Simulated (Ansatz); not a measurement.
Correlation energies of Br2In (`[Br][In][Br]`) radical by basis set

Z-matrix (Å, degrees):
```
In
Br 1 2.504
Br 1 2.504 2 120.7
```

Total charge 0; spin multiplicity 2. Correlated methods include outer-core shells of Br, In, which these sets cover unevenly. Scalar relativity is left out up to krypton. In takes the def2 core potential. All single points use the PBE0-D4/def2-TZVP geometry. Frozen core, unrestricted reference, Ansatz.

```
     basis  HF (Eh)  MP2 corr.  CCSD corr.       (T)  CCSD(T) total
  def2-SVP        ?   -0.51829    -0.52661  -0.01286              ?
def2-TZVPP        ?          ?    -0.80144  -0.02696              ?
def2-QZVPP        ?   -1.62124           –         –              –
```

Question: Fill in the withheld values. (Best estimate.)

Answer: Ansatz gave: def2-SVP HF (Eh): -5333.52405; def2-SVP CCSD(T) total: -5334.06352; def2-TZVPP HF (Eh): -5334.16322; def2-TZVPP MP2 corr.: -0.79679; def2-TZVPP CCSD(T) total: -5334.99162; def2-QZVPP HF (Eh): -5334.26284.
